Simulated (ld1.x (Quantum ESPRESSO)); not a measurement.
# An all-electron radial function and its pseudo partner (titanium (Ti))

Columns: radius, all-electron u(r) and pseudo u(r) of the 3d shell (level -7.89 eV) of titanium in the configuration [Ne] 3s2 3p6 3d2 4s1.5 4p0; LDA (PZ), scalar-relativistic, TM scheme, ld1.x (Quantum ESPRESSO) 7.5.

| r (bohr) | all-electron | pseudo |
| --- | --- | --- |
| 0.110 | 0.0399 | 0.0104 |
| 0.220 | 0.1714 | 0.0753 |
| 0.330 | 0.3356 | 0.2154 |
| 0.440 | 0.4870 | 0.4044 |
| 0.550 | 0.6066 | 0.5878 |
| 0.660 | 0.6908 | 0.7193 |
| 0.770 | 0.7428 | 0.7852 |
| 0.880 | 0.7686 | 0.8009 |
| 0.990 | 0.7747 | 0.7903 |
| 1.100 | 0.7667 | 0.7710 |
| 1.210 | 0.7488 | 0.7492 |
| 1.320 | 0.7244 | 0.7244 |
| 1.430 | 0.6959 | 0.6959 |
| 1.540 | 0.6650 | 0.6650 |
| 1.650 | 0.6329 | 0.6329 |
| 1.760 | 0.6005 | 0.6005 |
| 1.870 | 0.5684 | 0.5684 |
| 1.980 | 0.5371 | 0.5371 |
| 2.090 | 0.5067 | 0.5067 |
| 2.200 | 0.4775 | 0.4775 |
| 2.310 | 0.4495 | 0.4495 |
| 2.420 | 0.4229 | 0.4229 |
| 2.530 | 0.3975 | 0.3975 |
| 2.640 | 0.3735 | 0.3735 |
| 2.750 | 0.3507 | 0.3507 |
| 2.860 | 0.3291 | 0.3291 |

Question: How many radial nodes do the two functions have?

Answer: The all-electron 3d function has n − l − 1 = 0; the pseudo-wave has 0.

Question: At about which radius was the pseudo-wave matched?

Answer: 1.35 bohr. The columns agree to 0.0005 from 1.21 bohr on; several derivatives are matched, so the curves merge somewhat inside the radius.

Question: Is the pseudo-wave norm-conserving?

Answer: Yes: the TM scheme keeps the norm inside the radius equal to the all-electron one, which fixes the energy derivative of the logarithmic derivative at the level.
